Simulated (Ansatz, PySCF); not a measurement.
Dimer: CHN (SMILES C#N) (first 3 atoms) with CH2O2 (SMILES O=CO); geometry from B3LYP-D3(BJ)/def2-TZVP.
(charge 0, multiplicity 1):
| atom | x (Å) | y (Å) | z (Å) |
|---|---|---|---|
| C | 0.2913 | 0.1946 | -0.1467 |
| N | -0.2525 | -0.2945 | 0.7320 |
| H | 0.8014 | 0.6532 | -0.9642 |
| O | 0.9439 | 0.6454 | 3.8066 |
| C | 0.1013 | -0.0862 | 4.2512 |
| O | -0.7654 | -0.8072 | 3.5395 |
| H | -0.0637 | -0.2567 | 5.3245 |
| H | -0.6117 | -0.6498 | 2.5819 |

Counterpoise-corrected where a basis set is named; no monomer relaxation. Rows marked so take none.

Rows in 3-21G, 6-31G* carry no dispersion term and start afresh at each structure (6-31G* with six Cartesian d functions).

Programs: Ansatz (Gaussian orbitals); PySCF for 3-21G rows, 6-31G* rows, the dispersion terms. Each number belongs to the level named beside it.

Problem. One of these levels gives -5.34 kcal/mol for the interaction energy. Which one is it?
A) revPBE-D4/def2-TZVPPD
B) HF/3-21G (no counterpoise)
C) B3LYP/6-31G*

Solution. C, B3LYP/6-31G*. The others give -8.77 (HF/3-21G (no counterpoise)), -5.98 (revPBE-D4/def2-TZVPPD)

Ansatz is a program for electronic structure.
